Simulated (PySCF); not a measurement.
**Computed properties of Be(H)(Me) (CH4Be), SMILES [BeH][CH3]**

Be(H)(Me) (CH₄Be), SMILES [BeH][CH3]. The structure is a stationary point at PBE0-D3(BJ)/def2-TZVPD. One conformer was computed; it need not be the lowest. All values are computed for the isolated molecule unless a solvent is named; none is compared with measurement here.

**Structure.** The optimised structure has C3v symmetry. All 12 harmonic modes at PBE0-D3(BJ)/def2-TZVPD (PySCF) are real, so it is a minimum.

**Vibrations.** The strongest infrared lines (harmonic, unscaled, degenerate partners summed) lie at 726 cm⁻¹ (353 km/mol, H 63 %, Be 22 %, C 15 %), 2124 cm⁻¹ (184 km/mol, H 87 %, Be 13 %), 428 cm⁻¹ (80 km/mol, H 92 %). The softest mode is at 428 cm⁻¹ and the zero-point energy is 26.6 kcal/mol.

**Electronic structure.** B3LYP/def2-TZVPD (PySCF) places the frontier levels at -8.18 and -0.52 eV, a gap of 7.66 eV, and gives a dipole moment of 0.57 D and a mean polarisability of 31.8 bohr³.

**Excitations.** TDDFT-PBE0/def2-TZVPD (PySCF) has S1 at 6.48 eV (191 nm, f = 0.003, weak); the most intense of the 10 singlets computed lies at 7.95 eV (f = 0.40). Strengths of degenerate partners are summed. T1 (TDA) is at 5.96 eV. No vertical singlet excitation falls in the visible range (under 3.1 eV).

**NMR.** GIAO shifts at KT2/pcSseg-2 (PySCF) (non-relativistic, atoms alike by connectivity averaged): ¹³C at -10.0 ppm against TMS; ¹H from -0.6 to 3.4 ppm against TMS.
